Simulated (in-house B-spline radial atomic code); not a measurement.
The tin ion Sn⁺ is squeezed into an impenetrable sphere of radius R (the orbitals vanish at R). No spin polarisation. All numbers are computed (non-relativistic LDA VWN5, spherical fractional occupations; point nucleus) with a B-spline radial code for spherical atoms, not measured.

Energies in eV above the free ion in [Kr] 4d10 5s2 5p1:

```tsv
R (bohr)	highest level (eV)	[Kr] 4d10 5s2 5p1	[Kr] 4d10 4f1 5s1 5p1	[Ar] 3d9 4s2 4p6 4d10 5s2 5p1 5f1	-dE/dV in [Kr] 4d10 5s2 5p1 (GPa)
8.92	-10.5	0.004986	19.28	513.6	0.00822
5.76	-9.78	0.5671	23.79	524.5	2.18
5.18	-9.03	1.343	26.15	529	6.42
4.34	-6.46	4.749	32.6	540.4	33
3.45	1.57	19.23	50.58	570.3	229
2.9	14.9	49.62	80.95	618.4	924
2.52	34.3	102.5	129.6	690.9	2800
2.38	45.7	136.8	160.2	734.9	4370
1.83	141	491	471.5	1152	32500
1.32	455	2134	1929	2952	340000
```

(1) Does [Kr] 4d10 4f1 5s1 5p1 fall below [Kr] 4d10 5s2 5p1 under compression?

(2) Does [Ar] 3d9 4s2 4p6 4d10 5s2 5p1 5f1 fall below [Kr] 4d10 5s2 5p1 under compression?

The highest level is first positive in the row R = 3.45 bohr, pushed up by confinement above the zero of the free ion's potential. Each configuration is held fixed and needn't be the lowest in the sphere.

Results:

(1) Yes, between R = 2.38 and 1.83 bohr the order changes (near 2.08 bohr by linear interpolation).

(2) No, it stays above over the whole range.
